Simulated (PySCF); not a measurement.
How methods differ on the ionisation energy of Cl²⁺

Cl²⁺ [Ne] 3s2 3p3 [3p1/2^2 3p3/2^1, M_J = 3/2] → Cl³⁺ [Ne] 3s2 3p2 [3p1/2^2, M_J = 0], as a difference of total energies. Calculation: PySCF 2.14, in x2c-QZVPPall-2c (9s7p4d2f1g, 73 functions); the two-component X2C-1e Hamiltonian. Correlated levels: [Ne] frozen; the 4 highest virtual spinors dropped. "Screened" scales the spin-orbit matrix elements by Boettger's factors to mimic the two-electron term; Breit and QED terms are absent.

```csv
method,ionisation energy (eV)
GHF (spin-free),39.081
GMP2 (spin-free),39.669
GHF (screened spin-orbit),39.018
GMP2 (screened spin-orbit),39.608
```

Q: How much does correlation contribute at GMP2 (screened spin-orbit)?

A: 39.608 − (39.018) = 0.590 eV, measured against GHF (screened spin-orbit).

Errors of the correlated levels include the incompleteness of this basis and the frozen core.

The labels give the starting determinants; with spin-orbit coupling the two ends relaxed to ⟨J²⟩ = 3.75, ⟨L²⟩ = 0.00, ⟨S²⟩ = 3.75 and ⟨J²⟩ = 1.85, ⟨L²⟩ = 2.01, ⟨S²⟩ = 2.00.

The determinant of Cl³⁺ mixes levels of different J (the jj label is only the starting occupation), so the difference between spin-free and spin-orbit rows is not the physical spin-orbit shift.

For comparison: 39.8 ± 0.11 eV (semi-empirical (NIST evaluation); NIST Atomic Spectra Database, ionization energies).
